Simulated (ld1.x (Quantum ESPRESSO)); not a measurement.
Plane-wave convergence, TM potential for thallium (Tl)

| Property | Result |
| --- | --- |
| Element | thallium (Tl) |
| Generator | ld1.x (Quantum ESPRESSO) 7.5 |
| Type | norm-conserving Troullier–Martins (Kleinman–Bylander form) |
| Functional | PBEsol |
| Relativity | scalar-relativistic |
| Frozen core | [Xe] 4f14 5d10 |
| Valence charge | 3 |
| Reference configuration | 6s1.75 6p1.25 |
| Partial waves | 6s (bound): rc 1.65 bohr; 6p (bound): rc 3.00 bohr; 6d channel at 0.1 Ry: rc 2.70 bohr |
| Local potential | the d channel |
| Core correction | a·sin(br)/r model core inside 1.70 bohr |

The pseudo-atom Hamiltonian at the reference potential is diagonalised in spherical Bessel functions j_l(qr) that vanish at 20 bohr, with q² up to the cutoff. All-electron valence levels (Ry): 6s -0.7299, 6p -0.1899.

Question: How do the lowest levels (Ry) of each channel move with the cutoff, and are there ghosts?

Answer:

| cutoff (Ry) | s #1 | s #2 | s #3 | p #1 | p #2 | d #1 | f #1 | f #2 | Σ f·Δε (mRy) |
| --- | --- | --- | --- | --- | --- | --- | --- | --- | --- |
| 8 | -19.1129 | -0.7033 | -0.0296 | -0.5065 | -0.1852 | 0.0453 | 0.0991 | 0.2222 | 52.3 |
| 15 | -22.0012 | -0.7075 | -0.0301 | -6.0674 | -0.1897 | 0.0452 | 0.0991 | 0.2222 | 39.4 |
| 30 | -22.0660 | -0.7254 | -0.0302 | -8.0915 | -0.1899 | 0.0451 | 0.0991 | 0.2222 | 7.9 |
| 45 | -22.0776 | -0.7272 | -0.0317 | -8.2971 | -0.1899 | 0.0449 | 0.0991 | 0.2222 | 4.7 |
| 70 | -22.0795 | -0.7290 | -0.0324 | -8.2986 | -0.1899 | 0.0449 | 0.0991 | 0.2222 | 1.4 |
| 100 | -22.0883 | -0.7296 | -0.0324 | -8.2995 | -0.1899 | 0.0449 | 0.0991 | 0.2222 | 0.4 |
| 400 | -22.0903 | -0.7299 | -0.0324 | -8.2996 | -0.1899 | 0.0449 | 0.0991 | 0.2222 | 0.0 |

Result: ghost states, extra bound levels that the all-electron valence spectrum of the same l lacks: s at -300.6 eV, p at -112.9 eV (a true bound ghost makes a file unfit for plane-wave use); 10 mRy is reached at 30 Ry and 1 mRy at 80 Ry.

Its largest configuration-test error is -352 meV.
